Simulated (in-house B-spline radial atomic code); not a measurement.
How numerical settings move a run on Zn7+, [Ar] 3d5. Computed with an all-electron radial atomic-structure program (B-spline basis): non-relativistic M06-2X, spherical fractional occupations, point nucleus.

Command:
```bash
python run_scf.py task.json out
```
Settings of the sound reference run:
```
Z                30
electrons        23
configuration    [Ar] 3d5
hamiltonian      nr
method           m062x
spin_polarised   False
knot_spacing     0.22
spline_order     8
gauss_points     12
box_radius       7.79
max_iterations   70
damping          0.5
damped_steps     3
diis_vectors     10
tolerance        1e-08
start            Thomas-Fermi
```

Time taken, with all properties: 0.24 s on 1 thread of Arm Neoverse V1 (shared host).

It converges in 8 iterations to -1761.441224 hartree, with 3d at -156.201 eV. The other runs change the listed settings, some to values that make no sense; their results aren't properties of the atom or ion. Radii are in bohr (the nuclear one in fm), a minus after a letter asks for a j subshell, and «unchanged» means within 1e-8 hartree. The run stops when the residual is below 10 × tolerance × max(1, Z/10), or a noise floor if that is larger, and the energy moves by less than 1e-8 × √|E| hartree; so very loose and very tight tolerances often act alike.

```tsv
changed settings	outcome
electrons = 31, configuration = [Ar] 3d5 5s2 5p6, max_iterations = 50	converged in 11 iterations to -1768.0764 hartree, a different physical problem (warning: 5p has a positive eigenvalue: unbound, held by the box)
knot_spacing = 0.3	converged in 8 iterations, energy +1.57e-03 hartree from the reference, 3d level -2.4e-04 eV
knot_spacing = 0.75	converged in 9 iterations, energy +5.45e-01 hartree from the reference, 3d level -1.7e-01 eV
knot_spacing = 1	converged in 8 iterations, energy +2.48e+00 hartree from the reference, 3d level -5.6e-01 eV (the program warns: 3s reaches the box edge)
first_knot = 3.33e-05	converged in 6 iterations, energy +3.79e-04 hartree from the reference, 3d level -1.4e-02 eV
knot_spacing = 0.1	converged in 8 iterations, energy -1.55e-03 hartree from the reference, 3d level +2.1e-03 eV
first_knot = 0.1	converged in 8 iterations, energy +3.02e-03 hartree from the reference, 3d level +2.4e-03 eV
spline_order = 10	converged in 8 iterations, energy +4.22e-04 hartree from the reference, 3d level -1.0e-02 eV
gauss_points = 5, first_knot = 0.0333, max_iterations = 100, damping = 0.2, start = bare nucleus	converged in 8 iterations, energy +3.20e-04 hartree from the reference, 3d level +2.5e-03 eV
spline_order = 3	converged in 8 iterations, energy +4.08e-02 hartree from the reference, 3d level -2.6e-02 eV
spline_order = 4	converged in 8 iterations, energy +1.32e-03 hartree from the reference, 3d level +8.3e-04 eV
spline_order = 6, max_iterations = 75, start = bare nucleus	converged in 8 iterations, energy +9.65e-05 hartree from the reference, 3d level +8.3e-03 eV
first_knot = 0.000333	converged in 8 iterations, energy +1.81e-04 hartree from the reference, 3d level +5.3e-03 eV
knot_spacing = 0.15	converged in 8 iterations, energy -1.43e-03 hartree from the reference, 3d level +5.3e-03 eV
first_knot = 0.00333	converged in 8 iterations, energy +2.56e-04 hartree from the reference, 3d level -8.5e-03 eV
knot_spacing = 1.4	converged in 9 iterations, energy +2.65e+01 hartree from the reference, 3d level -1.8e+00 eV (the program warns: 1s reaches the box edge; 2s reaches the box edge)
```

Problem. What happens with spline_order = 7, max_iterations = 100, diis_vectors = 20, start = bare nucleus?

Solution. Converged in 8 iterations, energy +5.78e-04 hartree from the reference, 3d level -1.1e-02 eV.

Problem. What happens with first_knot = 0.01?

Solution. Converged in 8 iterations, energy +2.53e-04 hartree from the reference, 3d level -8.4e-03 eV.

Problem. What happens with first_knot = 3.33e-06?

Solution. Converged in 6 iterations, energy +6.66e-05 hartree from the reference, 3d level +3.6e-03 eV.

Problem. What happens with spline_order = 5, max_iterations = 100, diis_vectors = 2?

Solution. Converged in 8 iterations, energy +2.58e-04 hartree from the reference, 3d level -8.8e-03 eV.
